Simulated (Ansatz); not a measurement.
Job for Ansatz (a first-principles code): R-B3LYP-D3(BJ)/def2-TZVP on SiH4 (SMILES [SiH4]).

Ansatz 0.2 input:
```yaml
crystal:
  periodic: [false, false, false]
  atoms:
    - {symbol: Si, position_ang: [0.00000000, 0.00000000, 0.00000000]}
    - {symbol: H, position_ang: [0.85610000, 0.85610000, 0.85610000]}
    - {symbol: H, position_ang: [-0.85610000, -0.85610000, 0.85610000]}
    - {symbol: H, position_ang: [-0.85610000, 0.85610000, -0.85610000]}
    - {symbol: H, position_ang: [0.85610000, -0.85610000, -0.85610000]}
basis:
  gaussian:
    orbitals: def2-TZVP
hamiltonian:
  xc: b3lyp
  dispersion: d3bj
relax: {f_tol: 0.004, max_steps: 120}
scf: {lower_state_search: off}
```

Q: Give the final energy of this run.

A: -291.9196 hartree.
